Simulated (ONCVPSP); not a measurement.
Pseudopotential generation for manganese (Mn): ONCV, LDA (Perdew-Zunger), scalar-relativistic.

Mn, optimised norm-conserving Vanderbilt (ONCV), made with ONCVPSP 4.0.1 (LDA (Perdew-Zunger), scalar-relativistic). Core [Ne], reference 3s2 3p6 3d6 4s1. Waves: 3s+4s: rc 1.55 bohr, ncon 3, nbas 6, qcut 10.1 1/bohr, 2 projectors; 3p: rc 1.00 bohr, ncon 4, nbas 8, qcut 7.4 1/bohr, 2 projectors, debl 3.8 Ha; 3d: rc 1.20 bohr, ncon 4, nbas 8, qcut 12.1 1/bohr, 3 projectors, debl 0.7 Ha. Local part: polynomial inside 0.95 bohr (lpopt 5, dvloc0 3 Ha). Core correction: Teter function, fcfact 1.5, rcfact 1.25.

Question: Does the generator finish with these settings?

Answer: Yes, a potential is produced and its reference levels are reproduced.

Question: Estimate the cutoffs (Ha) at which the residual kinetic energy of the hardest occupied pseudo-wave falls to 1 and 0.1 mHa per electron.

Answer: 59 Ha and 67 Ha.

Question: What does a ghost test show?

Answer: No bound ghost flagged; no localised positive-energy state flagged.

Question: Which valence shell sets the plane-wave cutoff?

Answer: 3d: 59 Ha for 1 mHa per electron, against 28 Ha for 3p.

Question: Tests: 3s2 3p6 3d5 4s2; 3s2 3p6 3d5 4s1; 3s2 3p6 3d5 4s0; 3s2 3p6 3d5 4s0 4p1. Which has the largest error in its energy relative to the reference configuration, and how large is it?

Answer: 3s2 3p6 3d5 4s2, with +6.2 meV (all-electron minus pseudo) on +0.40 eV.
